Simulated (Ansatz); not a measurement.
Isolated molecules relaxed with PBE0-D4/def2-TZVP in Ansatz; ΔE leaves out vibrations. CCSD(T)/CBS is the MP2 limit (def2-TZVPP, def2-QZVPP) plus CCSD(T) − MP2 in def2-TZVPP, frozen cores. DFT in def2-TZVPP. HSE06 is defined as in plane-wave codes. For Mg outer-core shells are correlated without core-valence functions, which leaves a few kJ/mol of doubt a bond. One conformer a species, not always the lowest.

`[SiH3][O][Mg][O][SiH3]` + `[OH][Al]([F])[F]` → `[F][Al]([F])[O][SiH3]` + `[OH][Mg][O][SiH3]`  (ligand exchange at the Si–O bond)

```tsv
level	ΔE (kcal/mol)
ωB97X-V	2.9
HSE06	3.5
MP2/def2-SVP	2.8
HF/def2-TZVPP	2.2
```

**Question.** What does CCSD(T)/CBS give? (Estimate.)

**Answer.** The calculation gave: +4.3 kcal/mol. The listed levels differ from it by -1.4, -0.8, -1.5, -2.1 kcal/mol.

Largest T1 diagnostic among the species: 0.013.

In def2-TZVPP, CCSD(T) changes the Hartree–Fock value by +1.5 kcal/mol (the triples alone add +0.3 kcal/mol) and MP2 by +1.4 kcal/mol. At CCSD(T), def2-SVP lies −1.3 kcal/mol from the extrapolated value and def2-TZVPP −0.6 kcal/mol. From BLYP to BHLYP (50 % exact exchange), in def2-TZVPP and without D4, ΔE moves by −0.8 kcal/mol.
